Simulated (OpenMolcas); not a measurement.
# Cr2+ in a point-charge field

Cr2+ among 5 point charges of -1.5 e arranged as a trigonal bipyramid (D3h), 1.84 Å from the ion, with the axial distance 2.318 Å.
```
   1.8400    0.0000    0.0000  -1.50
  -0.9200    1.5935    0.0000  -1.50
  -0.9200   -1.5935    0.0000  -1.50
   0.0000    0.0000    2.3184  -1.50
   0.0000    0.0000   -2.3184  -1.50
```

* Program: OpenMolcas 26.06
* Method: CASSCF
* Basis: ANO-RCC-VDZP [5s4p2d1f]
* Scalar Hamiltonian: DKH2, point nucleus
* Active space: 4 electrons in 5 orbitals (3d)
* State averaging: 2S+1 = 5 even, 5 roots; 2S+1 = 3 even, 45 roots; 2S+1 = 1 even, 50 roots
* Spin-orbit coupling: RASSI with atomic mean-field integrals over the reference wave functions

The lowest spin-free states (labels of D3, the rotations of D3h), above the lowest:

```
State  Degeneracy  E (cm-1)  Free-ion L (%)
   5E           2       0.0         D (100)
  5A1           1     138.9         D (100)
   5E           2      3486         D (100)
  3A2           1     17015          H (80)
  3A1           1     17198          H (80)
   3E           2     17899          H (37)
   3E           2     18960         H (100)
   3E           2     19538          H (95)
  3A2           1     19660          H (71)
  3A2           1     21563          P (59)
   3E           2     21921          F (92)
   3E           2     22476         H (100)
   3E           2     22883          H (54)
  3A1           1     23712         G (100)
   3E           2     23940         G (100)
  3A2           1     24626          F (77)
   3E           2     24677          F (77)
  3A1           1     24770          F (74)
  1A1           1     25464          I (84)
   3E           2     25796          G (64)
```

The lowest levels with spin-orbit coupling:

```tsv
E (cm-1)	Degeneracy	Label	2S+1	g
0.0	1	A1	5	
0.4	1	A2	5	
123.3	2	E	5	0.00 0.00 0.10
246.8	2	E	5	0.00 0.00 3.92
367.5	1	A1	5	
370.9	1	A1	5	
371.0	1	A2	5	
372.1	2	E	5	0.00 0.00 3.99
386.0	2	E	5	0.00 0.00 7.99
494.8	2	E	5	0.00 0.00 11.90
3623	2	E	5	0.00 0.00 5.99
3683	1	A2	5	
3700	1	A1	5	
3754	2	E	5	0.00 0.00 2.01
3812	2	E	5	0.00 0.00 6.00
3864	2		5	0.00 0.00 10.01
17220	2	E	3	0.00 0.00 0.37
17252	1	A1	3	
17434	1	A2	3	
17493	2	E	3	0.00 0.00 8.38
```

Powder χT (cm3 K/mol): 0.545 at 2 K, 0.637 at 10 K, 1.05 at 50 K, 1.46 at 100 K, 2.09 at 200 K, 2.47 at 300 K. The effective moment at 300 K is 2.828 √(χT) = 4.44 μB.

The lowest level has 2S+1 = 5, for which the spin-only value is χT = S(S+1) / 2 = 3.000 cm3 K/mol (g = 2). The computed 2.466 at 300 K differs by -0.534, through orbital momentum, spin-orbit coupling and any other state in reach.

An orbital doublet at a regular site is open to a Jahn-Teller distortion, which this geometry leaves out. Without dynamic correlation the repulsion within the d shell is too large (B by tens of per cent), so at a given field states of lower spin stand too high. The ground term spreads over less than 5000 cm-1, several times less than with real ligands, so orbital moments are less quenched and χT lies further from the spin-only value than at real sites. Point charges carry no covalency, so the field is a model and not that of real ligands. No measured value stands beside these numbers.

The RASSCF and RASSI steps took 20 s on 1 thread of Intel(R) Xeon(R) 6975P-C (Granite Rapids), on a shared host; the integral step is not counted.

With an even number of electrons the g values are those of a degenerate or nearly degenerate non-Kramers pair.
